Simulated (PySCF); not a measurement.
Compound: C3H12N2Si2.
Atom-mapped SMILES: `[NH2:1][SiH:2]([NH2:3])[CH:4]1[CH2:5][SiH2:6][CH2:7]1`

Cartesian coordinates in Å at the GFN2-xTB level; atoms count from 1:
```
atom  x, y, z in Å
N1    -1.9196    1.3957    1.1369
Si2   -1.4176    0.2777   -0.0795
N3    -2.6099   -0.9703    0.0047
C4     0.3784   -0.1785    0.3432
C5     1.0107   -1.2529   -0.5764
Si6    2.6247   -0.2440   -0.6971
C7     1.4129    0.9593    0.1500
H8    -2.8810    1.6949    1.1149
H9    -1.3236    2.1867    1.3163
H10   -1.4709    0.7321   -1.4800
H11   -2.4730   -1.7879   -0.5655
H12   -2.9215   -1.2470    0.9217
H13    0.4399   -0.5277    1.3769
H14    1.0499   -2.2464   -0.1330
H15    0.4808   -1.3464   -1.5240
H16    3.1260    0.1041   -2.0282
H17    3.7254   -0.7213    0.1447
H18    1.7173    1.4397    1.0780
H19    1.0415    1.7415   -0.5111
```

NICS = −σ at a ghost point: NICS(0) at the centroid of the ring atoms, NICS(1) 1 Å to either side along the normal of their mean plane, zz for the tensor component along that normal. Level: GIAO PBE0/pcSseg-1 (PySCF, non-relativistic, gas phase) on the GFN2-xTB geometry, one conformer.

Ring bond lengths (Å), with Mayer bond orders in brackets: C4–C5 1.549 (0.98), C5–Si6 1.907 (0.94), Si6–C7 1.906 (0.93), C7–C4 1.550 (0.98).

Problem. Give the NICS values of each ring in ppm.

Solution. 
```json
{"ring": "C4–C5–Si6–C7", "type": "4-membered ring with Si; formal bonds all single", "NICS(0)": "2.0", "NICS(1), two faces": "-0.5 / 0.4", "NICS(1)zz, two faces": "7.9 / 6.7", "rms pucker (Å)": "0.08", "centre to ring atoms, mean (Å)": "1.22"}
```

Problem. What do they say, and how far can they be read as aromaticity?

Solution. 
- C4–C5–Si6–C7: mean NICS(1)zz 7.3 ppm, deshielded. C4, C5, Si6, C7 have four or more neighbours; no verdict on aromaticity is drawn.

Problem. At the second NICS(1) probe listed for ring C4–C5–Si6–C7, 1 Å off the ring, what do the in-plane components average?

Solution. The isotropic value is a third of the trace: (3 × 0.4 − (6.7))/2 = -2.8 ppm.
